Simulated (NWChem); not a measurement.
Species: BH, singlet; SMILES [BH]

Program: NWChem. Low-valent species are run as closed-shell singlets; no triplet was tried in these runs. Each level has its own optimisation; frequencies are unscaled.

```
level                                 r B–H (Å)  highest harmonic frequency (cm⁻¹)  zero-point energy (kcal/mol)
------------------------------------  ---------  ---------------------------------  ----------------------------
CAM-B3LYP/def2-SVP                        1.245                                  …                           3.4
LDA (Slater exchange, VWN5)/def2-SVP      1.272                               2254                           3.2
Hartree-Fock/3-21G                        1.229                               2455                           3.5
PBE0/def2-SVP                             1.252                               2365                           3.4
```

Q: Complete the blanks.

A: 
- CAM-B3LYP/def2-SVP, highest harmonic frequency (cm⁻¹): 2405
